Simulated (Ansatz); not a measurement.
Consider the ligand exchange at the Si–O bond: `O[SiH](O)O[SiH2]F` + `OBS` → `F[SiH2]OBS` + `O[SiH](O)O`.

Gas-phase electronic energies from Ansatz, PBE0-D4/def2-TZVP geometries. CBS: MP2 limit from def2 TZ/QZ plus the TZ coupled-cluster correction, frozen cores. Functionals use def2-TZVPP. B3LYP here is the variant with VWN-RPA as its local correlation; programs differ in this. Each species was taken in one conformer, which may not be the lowest.

```tsv
level	ΔE (kJ/mol)
PBE-D4	18.7
B3LYP-D4	18.7
HF/def2-TZVPP	23.4
SCS-MP2/def2-QZVPP	21.4
```

Question: What does CCSD(T)/CBS give? (An estimate is asked.)

Answer: Ansatz gave: +20.3 kJ/mol. The listed levels differ from it by -1.6, -1.6, 3.1, 1.1 kJ/mol.

Largest T1 diagnostic among the species: 0.013.
